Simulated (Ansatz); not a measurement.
Reaction (hydrogenolysis of a P–S bond): `[SiH3]NPS` + H₂ → `[SiH3]NP` + H₂S

Calculated with Ansatz (gas phase, PBE0-D4/def2-TZVP geometries, no zero-point term in ΔE). CBS: MP2 limit from def2 TZ/QZ plus the TZ coupled-cluster correction, frozen cores. This one scheme is used for every species. DFT in def2-TZVPP. B3LYP here is the variant with VWN-RPA as its local correlation; programs differ in this. One conformer a species, not always the lowest.

| level | ΔE (kcal/mol) |
| --- | --- |
| BLYP-D4 | 5.1 |
| B3LYP-D4 | 3.2 |
| LC-ωPBE | -0.1 |
| HF/def2-QZVPP | -5.3 |

Q: What does CCSD(T)/CBS give? (An estimate is asked.)

A: Ansatz gave: +2.7 kcal/mol. The listed levels differ from it by 2.4, 0.5, -2.8, -8.0 kcal/mol.

Largest T1 diagnostic among the species: 0.013.

At CCSD(T), def2-SVP lies −6.2 kcal/mol from the extrapolated value and def2-TZVPP −1.9 kcal/mol. From PBE to PBE0 (25 % exact exchange), in def2-TZVPP and without D4, ΔE moves by −1.8 kcal/mol. The D4 term adds +3.0 kcal/mol with B3LYP and +1.6 kcal/mol with PBE0; it sums over pairs of atoms, weighted by their polarisabilities, and B3LYP, whose exchange is more repulsive, gets the larger term.
